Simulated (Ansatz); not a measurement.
`F/C=N/P` + `[OH][SbH2]` → `P[O][SbH2]` + `N=CF` at 600 K and 1 bar (ligand exchange at a P–N bond).

Computed with Ansatz on PBE0-D4/def2-TZVP structures; ΔE is electronic, products minus reactants. CCSD(T)/CBS is the MP2 limit (def2-TZVPP, def2-QZVPP) plus CCSD(T) − MP2 in def2-TZVPP, frozen cores. This one scheme is used for every species. Elements past krypton have def2 core potentials. For Sb outer-core shells are correlated without core-valence functions, which leaves a few kJ/mol of doubt a bond. Each species was taken in one conformer, which may not be the lowest.

```json
{"species": "`F/C=N/P`", "CCSD(T)/CBS energy (Eh)": "-535.25055", "H − E (kJ/mol)": "151.1", "S (J/(mol·K))": "361.9"}
{"species": "`[OH][SbH2]`", "CCSD(T)/CBS energy (Eh)": "-316.98030", "H − E (kJ/mol)": "103.5", "S (J/(mol·K))": "324.2"}
{"species": "`P[O][SbH2]`", "CCSD(T)/CBS energy (Eh)": "-658.51611", "H − E (kJ/mol)": "139.6", "S (J/(mol·K))": "405.2"}
{"species": "`N=CF`", "CCSD(T)/CBS energy (Eh)": "-193.72220", "H − E (kJ/mol)": "115.2", "S (J/(mol·K))": "286.5"}
```

H − E and S are ideal-gas, rigid-rotor, harmonic terms from PBE0-D4/def2-TZVP, for one conformer and one mirror image of each species. 1 Eh = 2625.50 kJ/mol, R = 8.31446 J/(mol·K).

By hand: ΔE, ΔH, ΔS and ΔG.

ΔE = (-658.51611) + (-193.72220) − (-535.25055) − (-316.98030) = -0.00746 Eh = -19.6 kJ/mol. Δ(H − E) = 139.6 + 115.2 − 151.1 − 103.5 = 0.2, so ΔH = -19.4 kJ/mol. ΔS = 405.2 + 286.5 − 361.9 − 324.2 = 5.6 J/(mol·K). ΔG = -19.4 − 600 × (5.6)/1000 = -22.8 kJ/mol.

By hand: the equilibrium constant, and the temperature at which ΔG would vanish if ΔH and ΔS stayed fixed.

log₁₀ K = −ΔG/(RT ln 10) = 2.0. ΔH and −TΔS have one sign here, so there is no such temperature.

The number of gas molecules stays the same, so ΔS is small and ΔH decides. A doubt of 5 kJ/mol in ΔE shifts log₁₀ K by 0.4 here. Other conformers and mirror images would add mixing entropy, several J/(mol·K) or more a flexible species. Modes under 60 cm⁻¹, often nearly free rotors, make the harmonic entropy too high. These are equilibria of isolated gas molecules and say nothing of rates. Largest T1 diagnostic: 0.015 (customary marks: 0.02 for closed shells, 0.045 for open ones).

ΔS is within the doubt of such terms, so its sign, and with it that verdict, could turn.
